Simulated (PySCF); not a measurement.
2-methylpyridine-N-oxide, C6H7NO.
Geometry (PBE0-D3(BJ)/def2-TZVP, Å), atoms numbered from 1 in this order:
```
atom  x, y, z in Å
C1    -2.1556   -0.1756   -0.1766
C2    -0.6805   -0.1283   -0.0686
C3     0.1609   -1.2158   -0.2061
C4     1.5344   -1.0906   -0.0906
C5     2.0492    0.1702    0.1699
C6     1.2015    1.2417    0.3041
N7    -0.1467    1.1069    0.1892
O8    -0.9047    2.1107    0.3199
H9    -2.6160    0.1808    0.7483
H10   -2.4886   -1.1907   -0.3890
H11   -2.5009    0.5016   -0.9619
H12   -0.2919   -2.1788   -0.4092
H13    2.1833   -1.9496   -0.1997
H14    3.1142    0.3364    0.2714
H15    1.5159    2.2548    0.5072
```

NICS is the negative of the GIAO shielding at a point without a nucleus: at the ring centre (0) and 1 Å above and below it (1); zz is the component along the ring normal. Level: GIAO B97-2/pcSseg-2 (PySCF, non-relativistic, gas phase) on the PBE0-D3(BJ)/def2-TZVP geometry, one conformer.

Ring bond lengths (Å): C2–C3 1.382, C3–C4 1.384, C4–C5 1.387, C5–C6 1.373, C6–N7 1.360, N7–C2 1.370.

Task: What do the NICS probes read (ppm)?

Result: 
```csv
ring,type,NICS(0),"NICS(1), two faces","NICS(1)zz, two faces",rms pucker (Å),"centre to ring atoms, mean (Å)"
C2–C3–C4–C5–C6–N7,6-membered ring with N; formal bonds all aromatic,-6.7,-7.9 / -7.9,-22.2 / -22.2,0.00,1.38
```

Task: What do they say, and how far can they be read as aromaticity?

Result: 
- C2–C3–C4–C5–C6–N7: mean NICS(1)zz -22.2 ppm, shielded, aromatic by this magnetic criterion (flat ring, no four-coordinate atom).

Task: And the bond-length index? HOMA = 1 − mean of α(R − Ropt)² over the ring bonds, with Krygowski's 1993 parameters (CC: Ropt 1.388 Å, α 257.7 Å⁻²; CN: Ropt 1.334 Å, α 93.52 Å⁻²).

Result: 
- C2–C3–C4–C5–C6–N7: HOMA 0.96; the largest term is that of N7–C2, α(R − Ropt)² = 0.12. The geometric and the magnetic index point the same way.

Task: List the ring angles.

Result: 
- C2–C3–C4–C5–C6–N7: C2 119.4°, C3 121.7°, C4 117.8°, C5 119.9°, C6 121.8°, N7 119.4°; sum 720.0° against 720° for a flat convex ring.

Task: What are the shieldings of the ring atoms and their hydrogens in the same run (means over atoms taken as equivalent)?

Result: 
| atoms | environment | σ isotropic (ppm) | principal values of the symmetric part, first atom (ppm) |
| --- | --- | --- | --- |
| C2 | substituted aromatic carbon | 26.9 | -43.4, -6.2, 130.4 |
| C3 | aromatic CH carbon | 53.2 | -53.4, 55.0, 157.9 |
| C4 | aromatic CH carbon | 61.1 | -41.0, 44.9, 179.3 |
| C5 | aromatic CH carbon | 55.7 | -55.3, 51.8, 170.8 |
| C6 | aromatic CH next to a ring nitrogen | 39.3 | -40.8, 36.5, 122.3 |
| N7 | N-oxide nitrogen | -73.4 | -196.7, -157.6, 134.0 |
| H12 | aromatic hydrogen | 24.25 | 20.8, 23.1, 28.9 |
| H13 | aromatic hydrogen | 24.66 | 22.0, 24.7, 27.3 |
| H14 | aromatic hydrogen | 24.41 | 21.7, 24.1, 27.4 |
| H15 | aromatic hydrogen | 23.33 | 20.3, 23.0, 26.8 |

Task: How do the values depend on the level or the medium?

Result: 
```csv
level,"NICS(0), C2–C3–C4–C5–C6–N7","mean NICS(1)zz, C2–C3–C4–C5–C6–N7"
"B97-2/pcSseg-2, gas",-6.7,-22.2
"KT3/pcSseg-2, gas",-6.2,-20.6
"PBE0/pcSseg-2, gas",-6.6,-22.4
"wB97X-D/pcSseg-2, gas",-6.7,-22.9
"WP04/pcSseg-2, IEF-PCM chloroform",-7.4,-22.5
"wB97X-D/pcSseg-2, IEF-PCM chloroform",-7.1,-23.7
```

The geometry is the same throughout; the continuum's cavity takes Bondi-type radii × 1.2.
